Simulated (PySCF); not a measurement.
C₂H₄BFO₂, SMILES COB(F)C=O. Atoms are numbered in the order given.

```xyz
10

C      0.0799    -1.9722     0.0000
O     -0.8489    -0.8944     0.0000
B     -0.5528     0.4055     0.0000
F     -1.5662     1.2750     0.0000
C      0.9263     1.0741     0.0000
O      1.9686     0.4541     0.0000
H      1.1167    -1.6124     0.0000
H     -0.1045    -2.5881     0.8929
H     -0.1045    -2.5881    -0.8929
H      0.9573     2.1973     0.0000
```

The structure is a stationary point at ωB97X-D3(BJ)/def2-SVP. This is a generated structure with no PubChem entry under its InChIKey; it may be hypothetical. Other conformers were not sampled.

Level of theory: PySCF with B3LYP/def2-TZVP.

Symmetry labels are those of the subgroup Cs that the program uses (full group Cs).

List the valence orbital energies around the gap with their symmetry. (An estimate is asked for; the answer gives what the named calculation found.)


```csv
orbital,symmetry,energy (eV)
HOMO−7,A',-12.83
HOMO−6,A",-12.46
HOMO−5,A',-12.08
HOMO−4,A',-11.43
HOMO−3,A",-11.28
HOMO−2,A',-9.91
HOMO−1,A",-9.29
HOMO,A',-7.19
LUMO,A",-2.58
LUMO+1,A',0.65
LUMO+2,A',1.31
LUMO+3,A",1.61
```
